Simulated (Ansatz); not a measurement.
ZrSi6⁻. Charge -1, multiplicity 2. Geometry B3LYP-D4/def2-SVPD.

```xyz
7

Zr   -0.2005   -0.8395    1.4658
Si    0.1977    1.0463   -1.1644
Si   -1.2598    1.4550    0.9333
Si   -2.0078   -0.3921   -0.5610
Si    1.4409    1.1274    1.1067
Si    1.9164   -0.8535   -0.3121
Si   -0.0869   -1.5436   -1.4682
```

In the def2 sets Zr takes a core potential; there is no spin–orbit coupling. At HF/def2-TZVPD the charge -1 doublet is spin-contaminated (final ⟨S²⟩ up to 0.90, 0.75 for a pure state). The structure comes from a short search, and lower isomers may exist.

Task: Estimate the α-spin orbital energies around the gap (eV) in Ansatz with HF/def2-TZVPD, PBE-D4/def2-SVPD, PBE-D4/def2-TZVPD, PBE0-D4/def2-SVPD, PBE0-D4/def2-TZVPD.

Result: 
| orbital | HF/def2-TZVPD | PBE-D4/def2-SVPD | PBE-D4/def2-TZVPD | PBE0-D4/def2-SVPD | PBE0-D4/def2-TZVPD |
| --- | --- | --- | --- | --- | --- |
| HOMO−5 | -4.41 | -1.61 | -1.64 | -2.40 | -2.39 |
| HOMO−4 | -4.06 | -1.59 | -1.60 | -2.34 | -2.36 |
| HOMO−3 | -3.97 | -1.40 | -1.42 | -2.18 | -2.18 |
| HOMO−2 | -3.83 | -1.24 | -1.25 | -2.01 | -2.01 |
| HOMO−1 | -3.55 | -1.19 | -1.21 | -1.90 | -1.91 |
| HOMO | -3.34 | -0.76 | -0.79 | -1.71 | -1.72 |
| LUMO | 2.42 | 0.37 | 0.33 | 0.90 | 0.87 |
| LUMO+1 | 3.46 | 0.40 | 0.37 | 1.08 | 1.04 |
| LUMO+2 | 3.51 | 1.04 | 1.00 | 1.54 | 1.50 |
| LUMO+3 | 3.89 | 1.07 | 1.03 | 1.56 | 1.53 |
| LUMO+4 | 4.68 | 1.74 | 1.69 | 2.38 | 2.34 |
| LUMO+5 | 4.72 | 1.99 | 1.90 | 2.62 | 2.53 |
| β HOMO | -2.98 | -1.11 | -1.13 | -1.80 | -1.81 |
| β LUMO | 2.21 | -0.13 | -0.15 | 0.58 | 0.57 |
